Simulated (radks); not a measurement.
The numbers below are computed, except where a source is named.
Species: Ti. Configuration: [Ar] 3d2 4s1 7s1 (not the ground configuration).

Level of theory: Dirac Kohn-Sham, PBE, spin-unpolarised, spherical densities, point nucleus; open shells fill j = l - 1/2 first (a radial shooting solver on a logarithmic mesh with Libxc functionals).

Energy parts (hartree):
total: -853.33465
kinetic: 861.67222
electron-nucleus: -2025.44015
Hartree: 352.23675
exchange-correlation: -41.80346

Orbitals (lengths in bohr, moments of r in powers of bohr; <r^-3> diverges for s and p1/2; r(max) is where P^2 peaks):
orbital  occ.  eigenvalue (hartree)  <r^-3>   r(max)      <r>      <r^4>  small-component weight
1s1/2       2             -179.1230       -  0.04555  0.06959  0.0001092                6.21e-03
2s1/2       2             -19.94705       -   0.2689   0.3247    0.02747                1.08e-03
2p1/2       2             -16.68336       -   0.2181   0.2880    0.02171                1.06e-03
2p3/2       4             -16.47119   260.1   0.2202   0.2907    0.02240                1.05e-03
3s1/2       2              -2.52290       -   0.8698    1.007      2.225                2.22e-04
3p1/2       2              -1.66582       -   0.8982    1.080      3.328                1.90e-04
3p3/2       4              -1.64167   29.79   0.9046    1.089      3.430                1.88e-04
3d3/2       2              -0.37307   2.034   0.9779    1.519      23.82                1.03e-04
3d5/2       0              -0.37128   2.010   0.9802    1.523      24.12                1.02e-04
4s1/2       1              -0.33594       -    2.752    3.200      214.0                2.82e-05
7s1/2       1              -0.01907       -    30.40    27.88     937700                1.18e-06

The highest occupied level is 7s1/2 at -0.519 eV. The configuration is held as typed, so some empty levels lie below it. The density falls to 0.001 e/bohr^3 at r = 4.20 bohr. Summed over all electrons, <r^2> = 887.5 bohr^2, which gives a Langevin (diamagnetic) susceptibility term of -703 x 10^-6 cm^3/mol.
